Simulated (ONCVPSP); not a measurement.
## Configuration tests for potassium (ONCV)

```
Element                 : K
Generator               : ONCVPSP 4.0.1
Type                    : optimised norm-conserving Vanderbilt (ONCV)
Functional              : PBE
Relativity              : scalar-relativistic
Frozen core             : [Ne]
Valence charge          : 9
Reference configuration : 3s2 3p6 4s1
Partial waves           : 3s+4s: rc 2.50 bohr, ncon 5, nbas 10, qcut 5.2 1/bohr, 2 projectors; 3p: rc 1.55 bohr, ncon 4, nbas 8, qcut 7.8 1/bohr, 2 projectors, debl 2.1 Ha; d scattering state at 0.03 Ha: rc 1.90 bohr, ncon 4, nbas 9, qcut 4.6 1/bohr, 2 projectors, debl 1.6 Ha
Local potential         : polynomial inside 1.55 bohr (lpopt 4, dvloc0 0 Ha)
Core correction         : Teter function, fcfact 3.25, rcfact 1.65
```

Energies are relative to the spin-unpolarised reference configuration 3s2 3p6 4s1; without spin polarisation the order of configurations can differ from experiment.

| valence configuration | charge | ΔE all-electron (eV) | error AE − PS (meV) |
| --- | --- | --- | --- |
| 3s2 3p6 4s0 | +1 | 4.314 | -0.3 |
| 3s2 3p6 4s0.5 | +0.5 | 1.641 | -0.1 |
| 3s1 3p6 4s1 | +1 | 41.994 | -222 |

Q: What are ΔE and the potential's error for 3s2 3p6 4s0 4p1?

A: ΔE = 1.553 eV all-electron; the error (AE − PS) is -0.1 meV.
